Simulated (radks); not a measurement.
Question: Spherical quantum dot in the effective-mass picture: electrons in a hard-walled sphere of radius 3.4, with a point charge +2 (a donor) at the centre, all in effective atomic units (hartree* = m*/eps^2 hartree, bohr* = eps/m* bohr), one dielectric constant everywhere. Method: non-relativistic Kohn-Sham, LDA (Slater exchange, Perdew-Wang correlation), spin-polarised, spherical densities; computed with a radial shooting solver with Libxc functionals. Levels are named by radial order and angular momentum (1s, 1p, 1d, 2s, ...), and open shells are averaged over m. At N = 6 the configuration is 1s2 1p(up 3, down 1). Does electron 7 go into 2s down or 1p down or 2s up?

Answer: Into 1p down. The total energies of the other choices lie higher by 0.106 hartree* (2s up), 0.151 hartree* (2s down).
